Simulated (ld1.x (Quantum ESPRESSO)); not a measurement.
The numbers below are computed, except where a source is named.
Potentials for chlorine (Cl) compared

Generated with ld1.x 7.5 (TM, RRKJ, ultrasoft, PAW), atompaw 4.2 or ONCVPSP 4.0.1. The cutoff is in Ry: for ld1.x and atompaw files where the sum of valence levels is converged to 10 mRy in a Bessel basis, for ONCV files where the hardest occupied wave has 1 mHa per electron of residual kinetic energy. The error is the largest all-electron minus pseudo excitation energy over each file’s own four to seven test configurations (ionisations up to +4, promotions, holes and added fractions of an electron), all of which were solved. The labels leave out finer settings (local radius, basis sizes, second energies), which also bear on the numbers. Spin-polarised tests are not counted. The rows are a selection from randomly drawn settings: files with unsolved tests, undetermined cutoffs or missed reference levels are left out.

| potential | cutoff (Ry) | largest error (meV) | bound ghosts |
| --- | --- | --- | --- |
| ultrasoft, PBE, scalar-relativistic, rc 1.25/1.20/1.35 (spd), local smoothed, core correction no, reference 3s2 3p5 | 25 | +17 | none |
| TM, PBE, non-relativistic, rc 1.10/1.15/0.95 (spd), local s, core correction no, reference 3s1.75 3p5.25 | 80 | +199 | none |
| PAW, LDA (PZ), non-relativistic, rc 1.15/1.55 (sp), local smoothed, core correction yes, reference 3s2 3p5 | 30 | -83 | none |
| RRKJ, LDA (PZ), fully relativistic, rc 1.30/1.20 (sp), local p, core correction no, reference 3s2 3p5 | 50 | +297 | none |

Fill in the row for Cl: ultrasoft, LDA (PZ), scalar-relativistic, rc 1.45/1.10 (sp), local smoothed, core correction yes, reference 3s1 3p6.

cutoff 35 Ry, largest error +105 meV, bound ghosts: none.

Fill in the row for Cl: TM, LDA (PZ), scalar-relativistic, rc 1.35/1.50 (sp), local s, core correction no, reference 3s1 3p6.

cutoff 40 Ry, largest error +108 meV, bound ghosts: none.

Fill in the row for Cl: TM, PBE, scalar-relativistic, rc 1.10/1.45 (sp), local p, core correction yes, reference 3s2 3p5.

cutoff 60 Ry, largest error +197 meV, bound ghosts: none.
